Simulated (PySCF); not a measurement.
Species: C7H8FNSi.
Geometry (PBE0-D3(BJ)/def2-SVP, Å), atoms numbered from 1 in this order:
```
atom  x, y, z in Å
C1     3.3691    1.4540   -0.0135
C2     2.0942    0.7614    0.0163
C3     1.0334    0.1658    0.0441
C4    -0.2118   -0.4977    0.0630
C5    -0.5348   -1.8112    0.3634
F6     0.3347   -2.7399    0.7207
C7    -1.9279   -1.9918    0.2281
C8    -2.4294   -0.7658   -0.1563
N9    -1.4066    0.1422   -0.2566
Si10  -1.5275    1.8503   -0.7350
H11    4.1688    0.8004    0.3686
H12    3.3509    2.3597    0.6134
H13    3.6438    1.7547   -1.0373
H14   -2.4853   -2.9103    0.3941
H15   -3.4564   -0.4739   -0.3666
H16   -0.7463    2.0939   -1.9777
H17   -1.0383    2.7281    0.3622
H18   -2.9817    2.0637   -0.9744
```

All values: PBE0/pcSseg-1 (PySCF, non-relativistic), on one gas-phase PBE0-D3(BJ)/def2-SVP geometry that isn't relaxed in the solvent. The solvent is an IEF-PCM continuum (van der Waals radii × 1.2). Only the electrostatic response of the medium enters.

Gas phase at PBE0/pcSseg-1: HOMO -5.92 eV, LUMO -0.29 eV, dipole 2.74 D.

Task: What does the continuum do to the energy, the frontier levels and the dipole at PBE0/pcSseg-1 in chloroform and water?

Result: 
| solvent | ε | E(solvent) − E(gas) (kcal/mol) | polarisation term (kcal/mol) | distortion of the solute (kcal/mol) | HOMO (eV) | LUMO (eV) | dipole (D) |
| --- | --- | --- | --- | --- | --- | --- | --- |
| chloroform | 4.711 | -3.48 | -3.97 | 0.49 | -6.02 | -0.35 | 3.35 |
| water | 78.36 | -5.03 | -6.07 | 1.04 | -6.09 | -0.41 | 3.61 |

Polarisation term: ½ Σ q·V over the induced surface charges. Distortion: the rise of the solute's own energy as its density leaves the gas-phase optimum. From chloroform to water the lowering changes by a factor 1.44, Onsager's factor (ε − 1)/(2ε + 1) by 1.38 and ε itself by 16.6.

Task: Which radius a makes the point-dipole formula ΔE = −[(ε − 1)/(2ε + 1)]·μ²/a³ give the value in water, with the gas-phase dipole?

Result: μ = 1.079 au and |ΔE| = 0.00801 Eh give a = 2.19 Å; the farthest nucleus lies 4.27 Å from the centroid of the nuclei, so such a sphere wouldn't even hold the nuclei. The formula assumes a rigid point dipole at the centre of a sphere.

Task: Give the dipole vector in the frame of the coordinates (D, pointing from negative to positive charge), gas and water.

Result: Gas (-0.51, 2.58, -0.77), solvent (-0.81, 3.37, -1.02). Its length changes by +32 % and its direction by 2°.

Task: Which Hirshfeld charges (PBE0/pcSseg-1) respond most in chloroform (means over atoms taken as equivalent)?

Result: 
| atoms | environment | gas (e) | solvent (e) | change |
| --- | --- | --- | --- | --- |
| C3 | alkyne carbon | -0.082 | -0.097 | -0.015 |
| C5 | aromatic C–F carbon | +0.057 | +0.047 | -0.010 |
| F6 | aryl fluorine | -0.077 | -0.086 | -0.009 |
| H15 | aromatic hydrogen | +0.058 | +0.067 | +0.009 |
| C4 | substituted aromatic carbon | -0.005 | -0.012 | -0.007 |
| H11/H12/H13 | methyl hydrogen | +0.061 | +0.067 | +0.006 |
| H14 | aromatic hydrogen | +0.058 | +0.063 | +0.005 |
| C7 | aromatic CH carbon | -0.108 | -0.112 | -0.004 |

Task: Which Mayer bond orders change most in chloroform?

Result: 
| bond | length (Å) | gas | solvent | change |
| --- | --- | --- | --- | --- |
| N9–Si10 | 1.778 | 0.806 | 0.793 | -0.013 |
| C5–F6 | 1.321 | 0.995 | 0.983 | -0.012 |
| N9–C4 | 1.393 | 0.991 | 1.000 | +0.009 |
| C1–C2 | 1.451 | 1.253 | 1.260 | +0.007 |
| C1–H13 | 1.102 | 0.926 | 0.920 | -0.006 |
| Si10–H18 | 1.489 | 0.939 | 0.945 | +0.006 |
| C1–H11 | 1.101 | 0.925 | 0.920 | -0.005 |
| C1–H12 | 1.102 | 0.925 | 0.920 | -0.005 |

The run took 1.8 min of wall time on an Intel Xeon at 2.50 GHz with one thread, no GPU (shared host), and the process peaked at 1.3 GiB of memory. This is the whole shielding run at PBE0/pcSseg-1 in water, SCF included.
